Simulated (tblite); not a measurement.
Compound: C7H16N2Si.
Numbering: `[CH2:1]1[CH2:2][CH2:3][CH:4]([SiH:5]2[NH:6][CH2:7][CH2:8][NH:9]2)[CH2:10]1` (hydrogens: H11, H12 on C1; H13, H14 on C2; H15, H16 on C3; H17 on C4; H18 on Si5; H19 on N6; H20, H21 on C7; H22, H23 on C8; H24 on N9; H25, H26 on C10)

Geometry (GFN2-xTB, Å), atoms numbered from 1 in this order:
```
atom  x, y, z in Å
C1    -3.050   -0.875   -0.064
C2    -3.085    0.645    0.185
C3    -1.658    1.140   -0.081
C4    -0.778   -0.081    0.167
Si5    0.957    0.089   -0.564
N6     1.991   -1.157    0.024
C7     3.332   -0.637    0.172
C8     3.172    0.800    0.662
N9     2.009    1.333   -0.013
C10   -1.606   -1.191   -0.474
H11   -3.307   -1.413    0.849
H12   -3.759   -1.176   -0.834
H13   -3.367    0.852    1.218
H14   -3.808    1.145   -0.459
H15   -1.390    1.986    0.550
H16   -1.559    1.453   -1.122
H17   -0.740   -0.263    1.246
H18    0.873    0.247   -2.031
H19    1.964   -2.105   -0.312
H20    3.874   -0.640   -0.783
H21    3.898   -1.235    0.892
H22    4.059    1.393    0.418
H23    3.042    0.806    1.752
H24    1.714    2.230    0.330
H25   -1.507   -1.137   -1.559
H26   -1.291   -2.183   -0.155
```

Computed values, GFN2-xTB/tblite, gas phase, harmonic and unscaled. Errors from tens to a few hundred cm⁻¹ against measured bands are possible. Modes of hydrogen on silicon can be 10 to 20 % off. One conformer, not necessarily the lowest.

Harmonic wavenumbers (cm⁻¹): 30.1, 51.0, 68.7, 84.6, 141.0, 201.0, 220.7, 233.4, 297.3, 377.6, 451.8, 490.0, 556.2, 606.9, 621.8, 644.9, 743.9, 770.7, 828.6, 842.3, 855.5, 882.5, 894.9, 955.0, 961.3, 968.2, 996.1, 1012.3, 1026.0, 1080.0, 1097.0, 1115.3, 1125.6, 1149.6, 1151.3, 1168.9, 1184.3, 1189.8, 1212.3, 1218.4, 1251.8, 1256.5, 1263.5, 1265.6, 1308.1, 1313.4, 1330.6, 1337.2, 1342.0, 1376.0, 1486.0, 1489.5, 1498.7, 1499.4, 1501.1, 1516.0, 2146.2, 2860.6, 2876.7, 2921.8, 2932.4, 2942.0, 2964.9, 2971.8, 2977.8, 2994.4, 2995.1, 3001.8, 3005.9, 3008.8, 3481.1, 3499.5.

A = 3001, B = 602.8, C = 536.5 MHz; mass 156.108 u (most abundant isotopes); point group C1, symmetry number 1.

**Question.** What is the zero-point energy?

**Answer.** ½Σν̃ = 49562 cm⁻¹ = 592.89 kJ/mol.

**Question.** What is S at 273.15 K and 1 bar for an ideal gas of classical rigid rotors and harmonic oscillators?

**Answer.** Translation 170.02, rotation 125.19, vibration 137.24: S = 432.5 J/(mol K).

**Question.** And Cp and H(273.15 K) − H(0)?

**Answer.** Cp = 169.91 J/(mol K), of which vibrations give 136.65 (their classical limit is 72 R = 598.6); H(273.15 K) − H(0) = 27.80 kJ/mol without the zero-point energy, 18.72 from vibrations.

**Question.** Which modes carry the vibrational entropy at 273.15 K?

**Answer.** 30.1 cm⁻¹: 23.64; 51.0 cm⁻¹: 19.27; 68.7 cm⁻¹: 16.81; 84.6 cm⁻¹: 15.10; 141.0 cm⁻¹: 10.98; 201.0 cm⁻¹: 8.22 J/(mol K); the other 66 give 43.23 together.

**Question.** Blend soft modes into free rotors: weight 1/[1 + (100 cm⁻¹/ν̃)⁴] for the oscillator and the rest for a rotor with moment μB/(μ + B), μ = h/(8π²ν), B = 10⁻⁴⁴ kg m². What vibrational entropy results?

**Answer.** 120.76 J/(mol K) in place of 137.24, which changes −T·S at 273.15 K by +4.50 kJ/mol.

**Question.** How do the functions run with temperature in this model?

**Answer.** 
```tsv
T (K)	S (J/(mol K))	Cp (J/(mol K))	H − H(0) (kJ/mol)	G − H(0) (kJ/mol)	ln q(vib)
50	262.0	63.8	2.38	-10.72	1.07
100	313.6	86.7	6.17	-25.19	2.81
298.15	448.0	185.1	32.24	-101.33	9.02
373.15	494.5	231.1	47.85	-136.67	11.30
500	572.2	301.0	81.75	-204.35	15.23
750	714.3	399.0	170.21	-365.54	23.07
1000	838.4	462.3	278.41	-559.99	30.65
```

q(vib) and H(0) count from the zero-point level.

**Question.** What must be added to the electronic energy to get the Gibbs energy at 273.15 K and 1 bar?

**Answer.** ZPE + [H(273.15 K) − H(0)] − T·S = 592.89 + 27.80 − 118.13 = 502.56 kJ/mol.

Hindered rotation and anharmonicity are outside this model. Other conformers, if any are populated, would add a mixing term that is left out. The structure is chiral; the term R ln 2 for an equal mix with its mirror image is left out.
